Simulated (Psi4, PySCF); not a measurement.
Internal rotation in SMILES c1ccc(-c2cc3sccc3s2)nc1 (C11H7NS2). Scanned: dihedral N13–C4–C5–S12; all other coordinates were relaxed at GFN2-xTB. Points at φ and −φ are mirror images. Heavy atoms are numbered in the order of the SMILES c1ccc(-c2cc3sccc3s2)nc1, hydrogens after them in the order of the atoms that carry them; the mirror image has the same energies with the sign of each dihedral reversed.

Computed with: RHF/6-31G* = restricted Hartree-Fock/6-31G*, spherical d, density fitting // GFN2-xTB (PySCF); PBE-D3(BJ)/def2-SVP // GFN2-xTB (Psi4); RKS-B3LYP/LANL2DZ = restricted B3LYP/LANL2DZ, with its core potentials past Ne // GFN2-xTB in PySCF 2.14.0.

Energies in kJ/mol, each method relative to its own lowest point.

| φ / ° | RHF/6-31G* | PBE-D3(BJ)/def2-SVP | RKS-B3LYP/LANL2DZ |
|---|---|---|---|
| -150 | 2.9 | 9.1 | 5.9 |
| -120 | 11.7 | 25.3 | 20.9 |
| -90 | 16.9 | 36.1 | 30.2 |
| -60 | 9.6 | 25.0 | 19.8 |
| -30 | 1.2 | 7.9 | 5.6 |
| 0 | 0.0 | 0.0 | 0.3 |
| 30 | 1.2 | 7.9 | 5.6 |
| 60 | 9.6 | 25.0 | 19.8 |
| 90 | 16.9 | 36.1 | 30.2 |
| 120 | 11.7 | 25.3 | 20.9 |
| 150 | 2.9 | 9.1 | 5.9 |
| 180 | 0.3 | 2.8 | 0.0 |
